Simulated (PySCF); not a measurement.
## Zr+: excitation energy

Zr+ [Kr] 4d2 5s1 (4F) → Zr+ [Kr] 4d2 5p1 (high-spin determinant), as a difference of total energies. Calculation: PySCF 2.14, in def2-TZVPPD with the def2 core potential (28 electrons) (6s4p3d2f1g, 56 functions); scalar relativity through the core potential. Correlated levels: valence: 4s2 4p6 frozen; valence and next inner shell: nothing frozen outside the core potential. The calculations carry no spin-orbit coupling.

| method | excitation energy (eV) |
| --- | --- |
| UHF | 3.567 |
| LDA | 3.915 |
| PBE | 3.758 |
| PBE0 | 3.728 |
| r2SCAN | 3.814 |
| LC-wPBE | 3.711 |
| wB97M-V | 3.673 |
| revPBE | 3.696 |
| M06-2X | 3.708 |
| MP2 (valence) | 3.615 |
| SCS-MP2 (valence) | 3.583 |
| MP2 (valence and next inner shell) | 3.866 |
| SCS-MP2 (valence and next inner shell) | 3.794 |

Question: How much does correlation contribute at MP2 (valence and next inner shell)?

Answer: 3.866 − (3.567) = 0.299 eV, measured against UHF.

The determinant of the upper state mixes LS terms, which raises its energy above the lowest term, most at the Hartree-Fock and MP2 levels.
